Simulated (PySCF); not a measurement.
SeF4, SMILES F[Se](F)(F)F.

Geometry: PBE0-D3(BJ)/def2-SVP. The geometry has at least one imaginary mode, so it is a saddle point at that level. The isomer is the one that the SMILES or the coordinates give; other isomers of the formula were not compared.

These are r2SCAN/def2-TZVP (PySCF) values and carry that method's errors.

Isolated molecule, no solvent.

The total energy is -2800.90682 hartree and the point group is C4v. The highest occupied level is -9.61 eV. The lowest empty level comes out as -3.35 eV and the orbital gap comes out as 6.26 eV. The dipole moment is 2.08 D. The quadrupole, principal values (traceless, Buckingham form, about the centre of nuclear charge) is -2.77, -2.77, 5.55 D·Å and the mean static polarisability is 29.6 bohr³ (4.38 Å³). The polarisability, principal values is 21.9, 33.4, 33.4 bohr³.
